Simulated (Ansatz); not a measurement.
Correlation energies of C2H8FNSi (`C[SiH](F)CN`) by basis set

Z-matrix (Å, degrees):
```
C
Si 1 1.852
H 1 1.093 2 110.9
H 1 1.093 2 109.2 3 -119.2
H 1 1.092 2 111.5 3 120.9
F 2 1.609 1 109.2 3 -56.3
C 2 1.874 1 112.2 3 64.2
H 2 1.490 1 111.0 3 -173.9
N 7 1.463 2 107.2 1 69.6
H 7 1.100 2 111.4 1 -163.5
H 7 1.095 2 107.6 1 -47.2
H 9 1.012 7 110.7 2 68.5
H 9 1.012 7 111.5 2 -172.5
```

The species carries charge 0 and has multiplicity 1. All single points use the PBE0-D4/def2-TZVP geometry. It is one conformer, not always the lowest. Frozen core, restricted reference, the Gaussian-basis code of Ansatz. CBS rows extrapolate triple and quadruple zeta; past MP2 they add the triple-zeta difference.

```json
{"basis": "def2-TZVPP", "HF (Eh)": "-523.40321", "MP2 corr.": "-0.94124", "CCSD corr.": "-0.98601", "(T)": "-0.03437", "CCSD(T) total": "-524.42359"}
{"basis": "def2-QZVPP", "HF (Eh)": "-523.42392", "MP2 corr.": "-1.01311", "CCSD corr.": "–", "(T)": "–", "CCSD(T) total": "–"}
{"basis": "CBS(def2)", "HF (Eh)": "-523.42677", "MP2 corr.": "-1.06634", "CCSD corr.": "-1.11111", "(T)": "as TZ", "CCSD(T) total": "-524.57225"}
```
